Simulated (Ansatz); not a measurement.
Relaxation of C3H7AlO2 (13 atoms, charge 0, multiplicity 1), to a largest force component of 0.02 eV/Å in at most 50 steps.

Computed with UKS PBE/6-31G (Ansatz 0.2.0).

```xyz
13
Properties=species:S:1:pos:R:3:forces:R:3
C -1.350 -0.443 -0.484 -2.28 2.51 -0.72
C -0.085 0.317 -0.215 -2.36 -1.28 0.49
Al 1.459 -0.674 0.503 5.53 -1.42 1.83
O 1.542 -2.498 0.568 -1.71 2.43 -0.50
C -0.127 1.790 -0.125 -0.93 3.35 2.98
O 0.286 1.167 -1.291 2.10 -0.50 -4.79
H -1.177 -1.294 -1.115 -0.12 -0.83 -0.65
H -1.814 -0.702 0.458 -0.43 -0.58 0.64
H -2.117 0.270 -0.992 0.92 -1.05 0.36
H 2.763 0.128 1.085 -0.51 0.29 -0.24
H 0.033 -1.181 0.217 -0.46 -2.07 0.13
H 0.745 2.304 0.413 -1.54 -0.20 -0.32
H -1.161 2.322 -0.263 1.80 -0.64 0.78
```

Q: Where does it end, and by what steps?

A: The forces met the threshold. Limits of this set-up: no polarisation functions. After 26 steps the energy has fallen by 5.924 eV; H11 moved furthest, 2.17 Å. Parted: Al3–H11 (1.54 → 2.55 Å). Joined: Al3–O6 (2.83 → 2.08 Å), O4–H11 (2.03 → 0.97 Å).

```tsv
step	energy less start (eV)	largest force component (eV/Å)	accepted
0	0.0000	5.528	yes
1	-1.6895	2.474	yes
2	-2.9510	3.132	yes
3	-4.1249	2.337	yes
4	-4.5505	3.483	yes
5	-4.8900	2.382	yes
6	-5.2086	1.436	yes
7	-5.4046	0.894	yes
8	-5.5119	0.543	yes
9	-5.6086	0.535	yes
10	-5.6518	0.669	yes
11	-5.6892	0.340	yes
12	-5.7135	0.400	yes
13	-5.7270	0.474	yes
14	-5.7133	1.683	no
15	-5.7399	0.241	yes
16	-5.7521	0.184	yes
17	-5.7767	0.210	yes
18	-5.8203	0.483	yes
19	-5.8725	0.615	yes
20	-5.9028	0.396	yes
21	-5.8898	0.617	no
22	-5.9192	0.342	yes
23	-5.9166	0.347	no
24	-5.9230	0.137	yes
25	-5.9223	0.085	no
26	-5.9242	0.016	yes
```

```xyz
13
Properties=species:S:1:pos:R:3
C -1.745 -0.153 -0.344
C -0.445 0.381 0.172
Al 1.338 -0.439 0.571
O 1.690 -2.109 0.240
C 0.001 1.750 -0.226
O 0.750 0.719 -1.051
H -1.696 -1.232 -0.563
H -2.498 -0.020 0.459
H -2.110 0.379 -1.243
H 2.388 0.364 1.480
H 1.341 -2.824 -0.315
H 0.639 2.339 0.445
H -0.655 2.354 -0.865
```

Run time: 74 s on 2 threads of AMD EPYC 7B13 (Zen 3) (shared host), peak memory 0.21 GiB.
